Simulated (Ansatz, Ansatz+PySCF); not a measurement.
| atom | x (Å) | y (Å) | z (Å) |
| --- | --- | --- | --- |
| C | 0.0000 | 0.0000 | -0.6187 |
| F | 0.0000 | 0.0000 | 1.4264 |
| H | 0.0000 | -1.0360 | -0.9966 |
| H | -0.8972 | 0.5180 | -0.9966 |
| H | 0.8972 | 0.5180 | -0.9966 |

Basis set: STO-3G (spherical functions). Frozen core: 2 orbitals. Charge 0, multiplicity 1.

Computed with Ansatz (development build ahead of 0.2.0); each method stands on the lowest determinant of its kind that the runs found. Restricted open shells among the atoms or ions are ROHF, correlated in semicanonical orbitals with singles.

The atomization energy at this shape (free ground-state atoms in the same class of orbitals less the molecule, no zero-point energy) of singlet CH3F:

| method | atomization energy |
| --- | --- |
| RHF-CCSD(T) | 1465.7 kJ/mol |
| UHF-CCSD(T) | 1461.9 kJ/mol |
| UHF-MP2 | 1356.0 kJ/mol |
| RHF-MP2 | 1320.7 kJ/mol |
| UHF | 1265.2 kJ/mol |

Task: What does RHF give?

Result: 1026.3 kJ/mol. Caution: the shape is not the minimum. Caution for RHF-CCSD(T), RHF-MP2, RHF: an unrestricted determinant lies well below. Caution for RHF-CCSD(T), UHF-CCSD(T), UHF-MP2, RHF-MP2: large amplitudes, a single reference is doubtful. Caution for RHF-CCSD(T), UHF-CCSD(T): the amplitudes may be one of several solutions. Caution for UHF-CCSD(T), UHF-MP2: a plain start can end on a higher determinant. Caution for UHF-CCSD(T), UHF-MP2, UHF: the unrestricted determinant is a mixture of spin states.

This basis has no polarisation functions and is too small for such energies, which can lie far from measured ones in either direction.
